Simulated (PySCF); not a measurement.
B(Cl)(Br)(Et) (C2H5BBrCl), SMILES CCB(Br)Cl.

Geometry: B3LYP-D3(BJ)/def2-SVP. Other conformers were not sampled.

Method: B3LYP-D3(BJ)/def2-SVP (PySCF).

Frequencies are harmonic and unscaled.

| mode | ν (cm⁻¹) | IR (km/mol) | Raman (Å⁴/amu) | depolarisation | moving atoms (share of kinetic energy) |
|---|---|---|---|---|---|
| 1 | 33 | 0.6 | 0.1 | 0.75 | H 56 %, C 37 % |
| 2 | 169 | 0.2 | 0.9 | 0.74 | C 34 %, Cl 33 %, H 19 %, Br 10 % |
| 3 | 209 | 0.2 | 0.0 | – | H 82 %, C 9 % |
| 4 | 222 | 0.8 | 2.4 | 0.67 | Cl 54 %, Br 21 %, C 14 % |
| 5 | 312 | 3.6 | 4.1 | 0.19 | C 51 %, Br 29 %, H 16 % |
| 6 | 371 | 0.0 | 0.7 | 0.75 | B 55 %, H 41 % |
| 7 | 521 | 5.1 | 6.0 | 0.11 | C 42 %, Cl 29 %, H 17 %, B 9 % |
| 8 | 701 | 12.4 | 0.7 | 0.75 | H 56 %, B 23 %, C 21 % |
| 9 | 859 | 267.7 | 1.7 | 0.67 | B 77 %, H 12 % |
| 10 | 953 | 42.6 | 4.0 | 0.44 | H 45 %, C 35 %, B 19 % |
| 11 | 978 | 0.1 | 0.1 | 0.75 | H 80 %, C 15 % |
| 12 | 1063 | 86.0 | 2.1 | 0.39 | H 40 %, B 30 %, C 28 % |
| 13 | 1090 | 69.5 | 2.4 | 0.35 | H 38 %, C 34 %, B 27 % |
| 14 | 1246 | 0.1 | 4.0 | 0.75 | H 81 %, C 19 % |
| 15 | 1329 | 43.7 | 3.3 | 0.50 | H 45 %, C 45 %, B 9 % |
| 16 | 1396 | 6.5 | 11.2 | 0.72 | H 90 %, C 10 % |
| 17 | 1408 | 1.3 | 4.6 | 0.72 | H 82 %, C 18 % |
| 18 | 1474 | 11.4 | 12.8 | 0.74 | H 96 % |
| 19 | 1476 | 7.0 | 18.3 | 0.75 | H 97 % |
| 20 | 3010 | 17.4 | 103.2 | 0.07 | H 94 % |
| 21 | 3036 | 26.0 | 133.9 | 0.01 | H 97 % |
| 22 | 3038 | 2.3 | 83.8 | 0.75 | H 91 %, C 9 % |
| 23 | 3116 | 21.8 | 94.4 | 0.71 | H 90 %, C 10 % |
| 24 | 3119 | 18.7 | 44.4 | 0.75 | H 91 %, C 9 % |
